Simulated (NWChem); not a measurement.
Program: NWChem. System: F$_{2}$Ge, charge 0, spin multiplicity 1, at a geometry optimised with PBE0/def2-SVP. The structure started from a generated list of species. Level: B3LYP/6-31G* (spherical d), VWN1-RPA local correlation.

Job file:

```
start mol
memory heap 200 mb stack 900 mb global 1100 mb
geometry units angstroms nocenter noautoz
  Ge     0.000000     0.000000    -0.415964
  F      1.310517     0.000000     0.739491
  F     -1.310517     0.000000     0.739491
  symmetry group C2v
end
basis spherical
  * library 6-31g*
end
dft
  xc b3lyp
  semidirect memsize 60000000 filesize 0
  iterations 100
end
property
  dipole
  response 1 0.0
end
task dft property
```

Part of the output:

```
             Northwest Computational Chemistry Package (NWChem) 7.3.0
             --------------------------------------------------------

                                NWChem Input Module
                                -------------------

 Scaling coordinates for geometry "geometry" by  1.889725989
 (inverse scale =  0.529177249)

 Turning off AUTOSYM since
 SYMMETRY directive was detected!

                             Geometry "geometry" -> ""
                             -------------------------

 Output coordinates in angstroms (scale by  1.889725989 to convert to a.u.)

  No.       Tag          Charge          X              Y              Z
 ---- ---------------- ---------- -------------- -------------- --------------
    1 Ge                  32.0000     0.00000000     0.00000000    -0.41596400
    2 F                    9.0000     1.31051700     0.00000000     0.73949100
    3 F                    9.0000    -1.31051700     0.00000000     0.73949100

 Effective nuclear repulsion energy (a.u.)     190.8126954100

            Nuclear Dipole moment (a.u.)
            ----------------------------
        X                 Y               Z
 ---------------- ---------------- ----------------
     0.0000000000     0.0000000000    -0.0000188973

      Symmetry information
      --------------------

 Group name             C2v
 Group number             16
 Group order               4
 No. of unique centers     2

      Symmetry unique atoms

     1    2


 Summary of "ao basis" -> "" (spherical)
 ------------------------------------------------------------------------------
       Tag                 Description            Shells   Functions and Types
 ---------------- ------------------------------  ------  ---------------------
 *                           6-31g*                   on all atoms

                              NWChem Property Module
                              ----------------------

                                 NWChem DFT Module
                                 -----------------

 Summary of "ao basis" -> "ao basis" (spherical)
 ------------------------------------------------------------------------------
       Tag                 Description            Shells   Functions and Types
 ---------------- ------------------------------  ------  ---------------------
 Ge                          6-31g*                 12       32   5s4p3d
 F                           6-31g*                  6       14   3s2p1d

 Summary of "ao basis" -> "ao basis" (spherical)
 ------------------------------------------------------------------------------
       Tag                 Description            Shells   Functions and Types
 ---------------- ------------------------------  ------  ---------------------
 Ge                          6-31g*                 12       32   5s4p3d
 F                           6-31g*                  6       14   3s2p1d

            General Information
            -------------------
          SCF calculation type: DFT
          Wavefunction type:  closed shell.
          No. of atoms     :     3
          No. of electrons :    50
           Alpha electrons :    25
            Beta electrons :    25
          Charge           :     0
          Spin multiplicity:     1
          Use of symmetry is: off; symmetry adaption is: off
          Maximum number of iterations: 100
          AO basis - number of functions:    60
                     number of shells:    24
          Convergence on energy requested:  1.00D-06
          Convergence on density requested:  1.00D-05
          Convergence on gradient requested:  5.00D-04

              XC Information
              --------------
                         B3LYP Method XC Potential
                     Hartree-Fock (Exact) Exchange  0.200
                        Slater Exchange Functional  0.800 local
                    Becke 1988 Exchange Functional  0.720 non-local
              Lee-Yang-Parr Correlation Functional  0.810
                  VWN I RPA Correlation Functional  0.190 local

             Grid Information
             ----------------
          Grid used for XC integration:  medium
          Radial quadrature: Mura-Knowles
          Angular quadrature: Lebedev.
          Tag              B.-S. Rad. Rad. Pts. Rad. Cut. Ang. Pts.
          ---              ---------- --------- --------- ---------
          Ge                  1.25      112           6.0       590
          F                   0.50       49           7.0       434
          Grid pruning is: on
          Number of quadrature shells:   210
          Spatial weights used:  Erf1

          Convergence Information
          -----------------------
          Convergence aids based upon iterative change in
          total energy or number of iterations.
          Levelshifting, if invoked, occurs when the
          HOMO/LUMO gap drops below (HL_TOL):  1.00D-02
          DIIS, if invoked, will attempt to extrapolate
          using up to (NFOCK): 10 stored Fock matrices.

                    Damping( 0%)  Levelshifting(0.5)       DIIS
                  --------------- ------------------- ---------------
          dE  on:    start            ASAP                start
          dE off:    2 iters        100 iters           100 iters

      Screening Tolerance Information
      -------------------------------
          Density screening/tol_rho:  1.00D-10
          AO Gaussian exp screening on grid/accAOfunc:  14
          CD Gaussian exp screening on grid/accCDfunc:  20
          XC Gaussian exp screening on grid/accXCfunc:  20
          Schwarz screening/accCoul:  1.00D-08
[...]
------------------------------------------------------------
               write      read    awrite     aread      wait
               -----      ----    ------     -----      ----
     calls:        1         0         0         0         0
   data(b): 5.24e+05  0.00e+00  0.00e+00  0.00e+00
   time(s): 0.00e+00  0.00e+00  0.00e+00  0.00e+00  0.00e+00
rate(mb/s): 0.00e+00  0.00e+00
------------------------------------------------------------

   convergence    iter        energy       DeltaE   RMS-Dens  Diis-err    time
 ---------------- ----- ----------------- --------- --------- ---------  ------
 d= 0,ls=0.0,diis     1  -2276.4028604532 -2.47D+03  2.99D-02  8.94D-01     0.7
 d= 0,ls=0.0,diis     2  -2276.0991686618  3.04D-01  1.68D-02  4.50D+00     0.8
 d= 0,ls=0.0,diis     3  -2276.5140421568 -4.15D-01  7.13D-04  1.42D-02     0.9
 d= 0,ls=0.0,diis     4  -2276.5145258139 -4.84D-04  2.98D-04  4.15D-03     1.0
 d= 0,ls=0.0,diis     5  -2276.5146696247 -1.44D-04  1.15D-04  1.09D-04     1.1
  Resetting Diis
 d= 0,ls=0.0,diis     6  -2276.5146765965 -6.97D-06  9.07D-06  1.29D-07     1.2
 d= 0,ls=0.0,diis     7  -2276.5146766158 -1.93D-08  2.52D-06  7.52D-09     1.3

         Total DFT energy =    -2276.514676615803
      One electron energy =    -3553.188600219153
           Coulomb energy =     1185.924537405985
    Exchange-Corr. energy =     -100.063309212629
 Nuclear repulsion energy =      190.812695409994

 Numeric. integr. density =       50.000007014357

     Total iterative time =      0.9s

                       DFT Final Molecular Orbital Analysis
                       ------------------------------------

 Vector   23  Occ=2.000000D+00  E=-3.907006D-01
              MO Center=  5.6D-04,  4.0D-12,  7.1D-01, r^2= 2.1D+00
   Bfn.  Coefficient  Atom+Function         Bfn.  Coefficient  Atom+Function
  ----- ------------  ---------------      ----- ------------  ---------------
    36      0.464507  2 F  py                50     -0.464315  3 F  py
    40      0.336379  2 F  py                54     -0.336242  3 F  py
    28      0.059027  1 Ge d -2              18     -0.049339  1 Ge d -2

 Vector   24  Occ=2.000000D+00  E=-3.798410D-01
              MO Center=  4.0D-04,  3.8D-10,  7.0D-01, r^2= 2.2D+00
   Bfn.  Coefficient  Atom+Function         Bfn.  Coefficient  Atom+Function
  ----- ------------  ---------------      ----- ------------  ---------------
    35      0.408229  2 F  px                49      0.408123  3 F  px
    39      0.288337  2 F  px                53      0.288260  3 F  px
    37     -0.239403  2 F  pz                51      0.239321  3 F  pz
    41     -0.168980  2 F  pz                55      0.168919  3 F  pz
    15      0.087351  1 Ge px                21     -0.042485  1 Ge d  1

 Vector   25  Occ=2.000000D+00  E=-3.131251D-01
              MO Center=  3.0D-05,  6.4D-09, -3.6D-01, r^2= 2.5D+00
   Bfn.  Coefficient  Atom+Function         Bfn.  Coefficient  Atom+Function
  ----- ------------  ---------------      ----- ------------  ---------------
    10      0.557023  1 Ge s                 13      0.368882  1 Ge pz
    37     -0.293786  2 F  pz                51     -0.293763  3 F  pz
    14     -0.282218  1 Ge s                  6     -0.239131  1 Ge s
    41     -0.218732  2 F  pz                55     -0.218715  3 F  pz
     9     -0.146829  1 Ge pz                35     -0.109610  2 F  px

 Vector   26  Occ=0.000000D+00  E=-9.589133D-02
              MO Center=  3.3D-06, -5.3D-09, -3.9D-01, r^2= 2.8D+00
   Bfn.  Coefficient  Atom+Function         Bfn.  Coefficient  Atom+Function
  ----- ------------  ---------------      ----- ------------  ---------------
    12      0.717268  1 Ge py                16      0.388585  1 Ge py
     8     -0.252464  1 Ge py                36     -0.199630  2 F  py
    50     -0.199625  3 F  py                40     -0.177627  2 F  py
    54     -0.177620  3 F  py                 4      0.075295  1 Ge py
    29     -0.047709  1 Ge d -1

 Vector   27  Occ=0.000000D+00  E=-1.934519D-03
              MO Center= -5.0D-07,  7.0D-09, -6.2D-01, r^2= 3.9D+00
   Bfn.  Coefficient  Atom+Function         Bfn.  Coefficient  Atom+Function
  ----- ------------  ---------------      ----- ------------  ---------------
    15      0.749947  1 Ge px                11      0.491701  1 Ge px
    38     -0.276799  2 F  s                 52      0.276810  3 F  s
     7     -0.182117  1 Ge px                37      0.171657  2 F  pz
    51     -0.171655  3 F  pz                41      0.150537  2 F  pz
    55     -0.150534  3 F  pz                31      0.115968  1 Ge d  1

 Vector   28  Occ=0.000000D+00  E= 2.951563D-02
              MO Center=  2.7D-06,  8.5D-09, -2.1D-01, r^2= 4.3D+00
   Bfn.  Coefficient  Atom+Function         Bfn.  Coefficient  Atom+Function
  ----- ------------  ---------------      ----- ------------  ---------------
    17      0.827064  1 Ge pz                10     -0.376017  1 Ge s
    13      0.361437  1 Ge pz                38     -0.332383  2 F  s
    52     -0.332373  3 F  s                 35      0.185871  2 F  px
    49     -0.185869  3 F  px                39      0.180918  2 F  px
    53     -0.180916  3 F  px                14      0.165866  1 Ge s

 center of mass
 --------------
 x =   0.00000000 y =   0.00000000 z =  -0.04475416

 moments of inertia (a.u.)
 ------------------
         119.652349524454           0.000000000000           0.000000000000
           0.000000000000         352.692103117600           0.000000000000
           0.000000000000           0.000000000000         233.039753593146

     Multipole analysis of the density
     ---------------------------------

     L   x y z        total         alpha         beta         nuclear
     -   - - -        -----         -----         ----         -------
     0   0 0 0     -0.000000    -25.000000    -25.000000     50.000000

     1   1 0 0      0.000071      0.000036      0.000036      0.000000
     1   0 1 0     -0.000000     -0.000000     -0.000000      0.000000
     1   0 0 1     -0.855055     -0.427518     -0.427518     -0.000019

     2   2 0 0    -21.881581    -66.139064    -66.139064    110.396548
     2   1 1 0     -0.000000     -0.000000     -0.000000      0.000000
     2   1 0 1      0.000088      0.000044      0.000044      0.000000
     2   0 2 0    -17.281313     -8.640657     -8.640657      0.000000
     2   0 1 1      0.000000      0.000000      0.000000      0.000000
     2   0 0 2    -20.235022    -37.579136    -37.579136     54.923249

 *** CALLING NEW AORESP DRIVER FOR CLOSED AND OPEN SHELLS ***
 Entering AOResponse driver routine

--------------------------------------------------------------------------------

          ****************
          *** RESPONSE ***
          ****************

 Response module for NWChem and dynamic CPKS solver

          -----------------------------------------------
          Solving response equations for perturbing field
          -----------------------------------------------

 number of frequencies:     1
 frequency in a.u.:  0.0000000E+00
 Perturbing field: electric
 Using El. Dipole Length Gauge

 Setting up CPKS with frequency omega =      0.00000000 a.u.

 STATIC response

                                NWChem CPHF Module
                                ------------------

  scftype          =     RHF
  nclosed          =       25
  nopen            =        0
  variables        =      875
  # of vectors     =        3
  tolerance        = 0.10D-03
  level shift      = 0.00D+00
  max iterations   =       50
  max subspace     =       30

  int2e_file: Failed to allocate cache ... halving
 SCF residual:    1.7907858408429010E-004

Iterative solution of linear equations
  No. of variables      875
  No. of equations        3
  Maximum subspace       30
        Iterations       50
       Convergence  1.0D-04

   iter   nsub   residual    time
   ----  ------  --------  ---------
     1      3    4.13D+00       2.9
     2      6    2.81D+00       4.1
     3      9    2.85D-01       5.3
     4     12    1.08D-01       6.5
     5     15    3.88D-02       7.7
     6     18    2.30D-03       8.8
     7     21    5.32D-04      10.0
     8     24    2.13D-05      11.2

 Electric Dipole Response Matrix (nonzero elements):

              1        2        3
    1   27.4231   0.0000  -0.0000
    2    0.0000  22.5129  -0.0000
    3   -0.0000  -0.0000  24.1015

 ------------------------------------------
 average:        24.67914 + I       0.00000

 DFT Linear Response polarizability / au
 Frequency  =       0.0000000 / au
 Wavelength = -999999.0000000 / nm
              X              Y              Z
 -----------------------------------------------
 X      27.4230597      0.0000002     -0.0000103
 Y       0.0000002     22.5128721     -0.0000002
 Z      -0.0000103     -0.0000002     24.1015018
 -----------------------------------------------
 Eigenvalues =      27.4230597     22.5128721     24.1015018
 Isotropic   =      24.6791445
 Anisotropic =       4.3397255
 -----------------------------------------------

 Magnetic Dipole Response Matrix (nonzero elements):
 Optical rotation tensor Beta

 *** static G'=0. Use GPRIME input with finite omega
 *** or better ORBETA without GPRIME for small or zero freq.

 zero matrix

 ------------------------------------------
 average:         0.00000 + I       0.00000

 Exiting AOResponse driver routine

          -------------
          Dipole Moment
          -------------

 Center of charge (in au) is the expansion point
         X =       0.0000000 Y =       0.0000000 Z =      -0.0000004

   Dipole moment        0.8550554019 A.U.
             DMX        0.0000711424 DMXEFC        0.0000000000
             DMY       -0.0000000168 DMYEFC        0.0000000000
             DMZ       -0.8550553989 DMZEFC        0.0000000000
   -EFC- dipole         0.0000000000 A.U.
   Total dipole         0.8550554019 A.U.

   Dipole moment        2.1733504750 Debye(s)
             DMX        0.0001808272 DMXEFC        0.0000000000
             DMY       -0.0000000427 DMYEFC        0.0000000000
             DMZ       -2.1733504675 DMZEFC        0.0000000000
   -EFC- dipole         0.0000000000 DEBYE(S)
   Total dipole         2.1733504750 DEBYE(S)

 1 a.u. = 2.541766 Debyes

 Task  times  cpu:       11.2s     wall:       11.2s

 Total times  cpu:       11.2s     wall:       11.2s
```
